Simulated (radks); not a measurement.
Fractional charge and spin in the 5p shell of rhenium: the spin-up occupation runs from 2 to 3 and the spin-down occupation from 2 to 3; the fullest corner is Re2+, [Kr] 4d10 4f14 5s2 5d(up 2.5, down 2.5) 5p(up 3, down 3). All-electron calculation, scalar-relativistic Kohn-Sham, PBE, spin-polarised, spherical densities, point nucleus. Program: a radial shooting solver on a logarithmic mesh with Libxc functionals. Energy (eV) above the fullest corner. The planes named below are the two flat planes that join the four corners, with an edge along up + down = one added electron.

down \ up        2      2.5       3
2          157.275  112.031  70.673
2.5        112.031   70.910  33.540
3           70.673   33.540   0.000

Corners above the fullest one (they belong to Re3+ and the next ion): (up 3, down 2) 70.673 eV, (up 2, down 3) 70.673 eV, (up 2, down 2) 157.27 eV. With half an added electron in each spin the energy lies 0.238 eV from the planes, and with half an added electron in spin up alone -1.943 eV. The planes are only a guide here: the flat-plane condition holds for ground states with one frontier orbital, while this shell lies below other occupied shells, so the corners above the fullest one are inner-hole states and not the ground states of those ions.
